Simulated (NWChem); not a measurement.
Species: Si2H4, singlet; SMILES [SiH][SiH3]

```xyz
6

Si     0.0888     1.0184    -0.1142
Si    -0.1259    -1.3370    -0.4875
H     -1.2471     1.6725    -0.3221
H      1.0827     1.7037    -0.9983
H      0.4976     1.2512     1.3122
H     -1.1804    -1.3561     0.6272
```
Atoms are numbered in this order, from 1.

Level: PBE0/def2-SVP (NWChem), optimised geometry, unscaled harmonic frequencies. Low-valent species are run as closed-shell singlets; no triplet was tried in these runs.

Question: List the harmonic frequencies with IR intensities, and the thermochemistry.

Answer: 
```csv
frequency (cm⁻¹),IR intensity (km/mol)
36,12.3
373,8.9
386,21.4
429,17.7
712,56.8
845,179.1
916,56.0
939,28.3
2046,178.9
2186,57.8
2195,87.4
2224,109.0
```

```yaml
zero_point_energy: 19.0 kcal/mol
thermal correction to the enthalpy at 298.15 K (with zero-point energy): 22.7 kcal/mol
heat capacity Cv: 14.7 cal/(mol K)
entropy at 298.15 K and 1 atm (symmetry number 1): 70.0 cal/(mol K)
dipole_moment: 0.26 D
```

Rigid rotor and harmonic oscillator; modes under 100 cm⁻¹ make the entropy uncertain.
